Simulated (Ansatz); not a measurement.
`C[SiH2]O` + `BS` → `BS[SiH2]C` + H₂O at 700 K and 1 bar (ligand exchange at the Si–O bond).

Calculated with Ansatz (gas phase, PBE0-D4/def2-TZVP geometries, no zero-point term in ΔE). CCSD(T)/CBS is the MP2 limit (def2-TZVPP, def2-QZVPP) plus CCSD(T) − MP2 in def2-TZVPP, frozen cores. This one scheme is used for every species. One conformer a species, not always the lowest.

| species | CCSD(T)/CBS energy (Eh) | H − E (kJ/mol) | S (J/(mol·K)) |
| --- | --- | --- | --- |
| `C[SiH2]O` | -405.96945 | 239.4 | 390.4 |
| `BS` | -424.38198 | 115.9 | 297.3 |
| `BS[SiH2]C` | -753.95937 | 281.6 | 466.3 |
| H₂O | -76.37941 | 80.5 | 218.4 |

H − E and S are ideal-gas, rigid-rotor, harmonic terms from PBE0-D4/def2-TZVP, for one conformer and one mirror image of each species. 1 Eh = 2625.50 kJ/mol, R = 8.31446 J/(mol·K).

**Question.** By hand: ΔE, ΔH, ΔS and ΔG.

**Answer.** ΔE = (-753.95937) + (-76.37941) − (-405.96945) − (-424.38198) = 0.01265 Eh = 33.2 kJ/mol. Δ(H − E) = 281.6 + 80.5 − 239.4 − 115.9 = 6.8, so ΔH = 40.0 kJ/mol. ΔS = 466.3 + 218.4 − 390.4 − 297.3 = -3.0 J/(mol·K). ΔG = 40.0 − 700 × (-3.0)/1000 = 42.1 kJ/mol.

**Question.** By hand: the equilibrium constant, and the temperature at which ΔG would vanish if ΔH and ΔS stayed fixed.

**Answer.** log₁₀ K = −ΔG/(RT ln 10) = -3.1. ΔH and −TΔS have one sign here, so there is no such temperature.

The number of gas molecules stays the same, so ΔS is small and ΔH decides. A doubt of 5 kJ/mol in ΔE shifts log₁₀ K by 0.4 here. Other conformers and mirror images would add mixing entropy, several J/(mol·K) or more a flexible species. Modes under 60 cm⁻¹, often nearly free rotors, make the harmonic entropy too high. These are equilibria of isolated gas molecules and say nothing of rates. Largest T1 diagnostic: 0.015 (customary marks: 0.02 for closed shells, 0.045 for open ones).

ΔS is within the doubt of such terms, so its sign, and with it that verdict, could turn.
